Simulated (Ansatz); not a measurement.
```xyz
4

N     0.0000    0.0000    0.1313
H     1.0107    0.0000   -0.3064
H    -0.5054    0.8753   -0.3064
H    -0.5054   -0.8753   -0.3064
```

Basis set: cc-pVDZ (spherical functions). Frozen core: 1 orbital. Charge 0, multiplicity 1.

Computed with Ansatz (development build ahead of 0.2.0); each method stands on the lowest determinant of its kind that the runs found. Restricted open shells among the atoms or ions are ROHF, correlated in semicanonical orbitals with singles.

Question: Give the atomization energy at this shape (free ground-state atoms in the same class of orbitals less the molecule, no zero-point energy) of singlet NH3 by RHF-MP2, RHF.

Answer:

| method | atomization energy |
| --- | --- |
| RHF-MP2 | 257.34 kcal/mol |
| RHF | 182.20 kcal/mol |

Caution: the shape is not the minimum.
